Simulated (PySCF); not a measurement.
## Exercise with solution: oscillator strength and radiative lifetime

N-methyl-N-silylethenamine (C3H9NSi), SMILES [SiH3]N(C)C=C.

The structure is a stationary point at B3LYP-D3(BJ)/def2-SVP. One conformer was computed; it need not be the lowest.

TDDFT-B3LYP/def2-SVPD run with PySCF puts the first singlet state with f over 0.02 at 5.71 eV (vertical), with the transition dipole (-0.923, 0.758, -0.188) in atomic units.

Question: Find the oscillator strength, the wavelength and the radiative lifetime that this transition would have in vacuum if emission retraced absorption.

Answer: 
|μ|² = 1.4618 au, so |μ| = 3.07 D. ΔE = 5.71/27.211 = 0.2098 hartree. f = (2/3) ΔE |μ|² = 0.204 (the program prints 0.204).
λ = 1239.84/5.71 = 217 nm; ν = 46054 cm⁻¹.
Einstein's coefficient A = 0.6670 ν² f s⁻¹ (ν in cm⁻¹) = 2.9e8 s⁻¹, so τ = 1/A = 3.5 ns. This state is S3; the lower singlets have f = 0.010, 0.016. The figure is the radiative limit of this one transition; relaxation, internal conversion, crossing to triplets and a medium change what is measured.
